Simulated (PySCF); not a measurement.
Compound: C7H14Si.
Atom-mapped SMILES: `[CH2:1]=[C:2]1[CH2:3][SiH2:4][C@@H:5]1[CH2:6][CH2:7][CH3:8]`

Structure used (GFN2-xTB), in Å, numbered top down from 1:
```xyz
22
C7H14Si angstrom
C     -1.3179    0.8624    2.2967
C     -1.5366    0.4029    1.0814
C     -2.7205   -0.3948    0.5838
Si    -1.7077   -0.9348   -0.9472
C     -0.6276    0.4307   -0.1303
C      0.8512    0.1879    0.1400
C      1.6492    0.0730   -1.1550
C      3.1331   -0.1530   -0.8921
H     -2.0392    0.7343    3.0876
H     -0.4157    1.3904    2.5569
H     -3.5697    0.2509    0.3584
H     -3.0696   -1.1475    1.2883
H     -1.1569   -2.2862   -0.8517
H     -2.2590   -0.6686   -2.2748
H     -0.7318    1.3929   -0.6431
H      0.9639   -0.7314    0.7201
H      1.2586    1.0070    0.7394
H      1.5194    0.9865   -1.7408
H      1.2501   -0.7558   -1.7464
H      3.5489    0.6737   -0.3197
H      3.2841   -1.0691   -0.3251
H      3.6832   -0.2320   -1.8271
```

Definitions: NICS(0) = −σiso at the ring centroid; NICS(1) = −σiso and NICS(1)zz = −σzz at ±1 Å along the ring normal z. Level: GIAO PBE0/pcSseg-1 (PySCF, non-relativistic, gas phase) on the GFN2-xTB geometry, one conformer.

Ring bond lengths (Å), with Mayer bond orders in brackets: C2–C3 1.512 (0.99), C3–Si4 1.913 (0.93), Si4–C5 1.923 (0.90), C5–C2 1.515 (0.94).

Give the NICS values of each ring in ppm.

```tsv
ring	type	NICS(0)	NICS(1), two faces	NICS(1)zz, two faces	rms pucker (Å)	centre to ring atoms, mean (Å)
C2–C3–Si4–C5	4-membered ring with Si; formal bonds all single	2.6	-1.0 / -1.6	4.4 / 3.9	0.08	1.21
```

What can be read from them?

- C2–C3–Si4–C5: mean NICS(1)zz 4.1 ppm, deshielded. C3, Si4, C5 have four or more neighbours, and the NICS criterion for π rings isn't applied.

List the ring angles and the Hirshfeld charges of the ring atoms.

- C2–C3–Si4–C5: C2 102.5° (+0.007 e), C3 89.9° (-0.166 e), Si4 75.9° (+0.343 e), C5 89.4° (-0.108 e); sum 357.7° against 360° for a flat convex ring.
